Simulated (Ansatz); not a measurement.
**What each rung costs, and what it gives**

Saddle point of SiN2H4F2, singlet (SiN₂H₄F₂ ([NH2][Si]([NH2])([F])[F]) → SiNHF₂ ([NH][Si]([F])[F]) + NH₃ (still joined by a long Si–N bond); bonds formed: N2–H4; bonds broken: N3–H4; bonds weakened to dative contacts: Si1–N2), PBE0-D4/def2-TZVP structure:

Si1  (-0.327, -0.093, 0.710)
N2  (1.024, 0.035, -0.523)
N3  (-1.345, 0.137, -0.525)
H4  (-0.018, 0.171, -1.130)
F5  (-0.040, 0.978, 1.849)
F6  (-0.144, -1.473, 1.479)
H7  (1.631, 0.845, -0.493)
H8  (1.561, -0.795, -0.740)
H9  (-2.341, 0.195, -0.628)
(Å)

Barriers are electronic and count from the start structure reached by relaxing down the imaginary mode.

Program: Ansatz 0.2.0. Basis: as named in each row. Cores are frozen in the correlated methods. B3LYP uses VWN-RPA correlation. Extrapolation: Hartree–Fock as exp(−7.88 √X), correlation as X^−2.97.

Times are rough, for one single point on 4 threads of a shared host (Arm Neoverse V2).

The estimate by CCSD(T) at an estimated basis limit (MP2 extrapolated from triple and quadruple zeta, plus CCSD(T) − MP2 in triple zeta) is 56.09 kcal/mol.

| method | basis | time (s) | barrier (kcal/mol) | method less estimate |
| --- | --- | --- | --- | --- |
| HF | STO-3G | under 1 | 90.90 | 34.81 |
| PBE-D4 | STO-3G | under 1 | 48.30 | -7.79 |
| SPW92 | def2-SVP | under 1 | 42.27 | -13.82 |
| B3LYP-D4 | 6-31G | under 1 | 55.28 | -0.80 |
| PBE-D4 | def2-SVP | under 1 | 45.99 | -10.10 |
| PBE0-D4 | def2-SVP | under 1 | 51.48 | -4.61 |
| SPW92 | def2-TZVPP | under 1 | 44.86 | -11.23 |
| PBE-D4 | def2-TZVPP | 1 | 48.41 | -7.68 |
| CCSD(T) | def2-SVP | 1 | 55.65 | -0.44 |
| BLYP-D4 | def2-TZVPP | 1 | 51.57 | -4.52 |
| BHLYP-D4 | def2-TZVPP | 2 | 60.73 | 4.64 |
| B3LYP-D4 | def2-TZVPP | 2 | 55.22 | -0.87 |
| PBE0-D4 | def2-TZVPP | 2 | 53.25 | -2.84 |
| CAM-B3LYP-D4 | def2-TZVPP | 2 | 56.60 | 0.52 |
| wB97M-V | def2-SVP | 3 | 53.28 | -2.81 |
| r2SCAN-D4 | def2-TZVPP | 3 | 52.82 | -3.27 |
| r2SCAN0-D4 | def2-TZVPP | 3 | 55.91 | -0.18 |
| B2PLYP | def2-TZVPP | 3 | 55.45 | -0.64 |
| PBE-QIDH | def2-TZVPP | 3 | 55.78 | -0.31 |
| wB97X-V | def2-TZVPP | 5 | 56.38 | 0.29 |
| RPA on PBE | def2-TZVPP | 5 | 55.20 | -0.89 |
| B97M-V | def2-TZVPP | 5 | 56.01 | -0.07 |
| wB97M-V | def2-TZVPP | 6 | 55.46 | -0.63 |
| MP2 | def2-QZVPP | 11 | 54.69 | -1.40 |
| CCSD(T) | def2-TZVPP | 28 | 56.11 | 0.02 |

All methods are single points on the PBE0-D4 structures.

The T1 diagnostic stays at or below 0.013.

Labels in which every atom is bracketed show which atoms are joined, not bond orders.
